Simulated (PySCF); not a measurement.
PySCF input for W(O)(NH)(Cl)(SH) (ClH₂NOSW), SMILES [NH]=[W](=[O])([SH])[Cl], multiplicity 1, C-PCM-M06-2X/def2-SVP. The structure is a stationary point at B3LYP-D3(BJ)/def2-SVP. The multiplicity is an assumed one; no other spin state was optimised. The structure was generated by enumeration; whether it is a known compound was not checked. The def2 effective core potentials stand for the cores of W; spin–orbit coupling is left out. Other conformers were not sampled.

```python
import numpy as np
from pyscf import gto, scf, dft
from pyscf.solvent import pcm

mol = gto.M(
    atom='''
    W     0.14149238   -0.10890554   -0.11868992
    O     1.81437239   -0.36493104    0.11480683
    N    -0.45986081   -1.12664246   -1.41818885
    H    -0.24795030   -1.81462706   -2.13993301
    Cl   -0.27729870    2.09597700   -0.64558638
    S    -0.92219917   -0.85302899    1.85339811
    H    -2.04917450   -1.30356241    1.25245333
    ''',
    basis='def2-SVP',
    ecp={'W': 'def2-svp'},
    charge=0,
    spin=0,
    max_memory=1600,
    verbose=3,
)
mf = dft.RKS(mol, xc='m06-2x').density_fit(auxbasis='def2-universal-jkfit')
mf.grids.level = 4
mf.conv_tol = 1e-9
mf.max_cycle = 100
mf.kernel()
res = {}
for name, eps in {'water': 78.355, 'acetone': 20.493, 'N,N-dimethylformamide': 37.219}.items():
    s = mf.PCM()
    s.with_solvent.method, s.with_solvent.eps, s.with_solvent.lebedev_order = 'C-PCM', eps, 29
    s.kernel(mf.make_rdm1())
    res[name] = (s.e_tot, eps, s.dip_moment(), s.mo_energy, s.converged)
    print(f'{name}: electrostatic solvation free energy {(s.e_tot - mf.e_tot) * 627.509474:.3f} kcal/mol')
```

Program output:

```
converged SCF energy = -1056.24013459686

WARN: PCM is an experimental feature. It is still in testing.
Features and APIs may be changed in the future.

converged SCF energy = -1056.2519826833
Dipole moment(X, Y, Z, Debye): -2.70365, -2.25388, -1.32386
water: electrostatic solvation free energy -7.435 kcal/mol

WARN: PCM is an experimental feature. It is still in testing.
Features and APIs may be changed in the future.

converged SCF energy = -1056.25148427763
Dipole moment(X, Y, Z, Debye): -2.66478, -2.22641, -1.30618
acetone: electrostatic solvation free energy -7.122 kcal/mol

WARN: PCM is an experimental feature. It is still in testing.
Features and APIs may be changed in the future.

converged SCF energy = -1056.25178681875
Dipole moment(X, Y, Z, Debye): -2.68830, -2.24304, -1.31687
N,N-dimethylformamide: electrostatic solvation free energy -7.312 kcal/mol
```

Self-consistency was reached.
